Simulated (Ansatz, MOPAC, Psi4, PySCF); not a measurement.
Dimer: dimethyl selenide (SMILES C[Se]C) (first 9 atoms) with H2O (SMILES O); geometry from B3LYP-D3(BJ)/def2-TZVP, rigid monomers moved along the line of their centres of mass till Se2···H12 is 3.50 Å.
(charge 0, multiplicity 1):
```xyz
12

C     -0.894     1.694    -0.207
Se     0.599     0.449     0.068
C     -0.431    -1.204    -0.179
H     -1.661     1.513     0.542
H     -0.494     2.699    -0.091
H     -1.292     1.573    -1.212
H     -1.218    -1.256     0.570
H      0.262    -2.031    -0.046
H     -0.846    -1.231    -1.184
O     -1.608     0.135     3.818
H     -1.301     0.180     4.729
H     -0.814     0.256     3.270
```

Interaction energies are E(AB) − E(A) − E(B) at the monomers' geometry in the complex; basis-set methods are counterpoise corrected. Rows marked so take none.

Cores are frozen in the correlated methods. Filled d and f shells under p-block atoms count as core. Rows in 6-31G* carry no dispersion term and start afresh at each structure (6-31G* with six Cartesian d functions); the Pople sets are all-electron and without relativity. The state that PM3, PM6, PM7 reach isn't checked; PM7 holds dispersion and hydrogen-bond terms.

Run with Ansatz (a program for electronic structure) with Gaussian orbitals; MOPAC for PM3, PM6, PM7 (differences of heats of formation); Psi4 for SAPT; PySCF for 6-31G* rows. 

```json
[
 {"level": "PM3", "interaction energy (kJ/mol)": "-7.0"},
 {"level": "PM6", "interaction energy (kJ/mol)": "-5.6"},
 {"level": "PM7", "interaction energy (kJ/mol)": "-5.3"},
 {"level": "PBE/def2-TZVPPD", "interaction energy (kJ/mol)": "-9.2"},
 {"level": "BP86/6-31G* (no counterpoise)", "interaction energy (kJ/mol)": "-8.3"},
 {"level": "B3LYP/def2-TZVPPD", "interaction energy (kJ/mol)": "-7.0"},
 {"level": "PBE0/def2-TZVPPD", "interaction energy (kJ/mol)": "-8.8"},
 {"level": "CCSD(T)/aug-cc-pVDZ", "interaction energy (kJ/mol)": "-9.8"},
 {"level": "SAPT0/aug-cc-pVDZ", "interaction energy (kJ/mol)": "___"}
]
```

Q: What belongs in the gaps?

A: 
- SAPT0/aug-cc-pVDZ, interaction energy (kJ/mol): -10.6
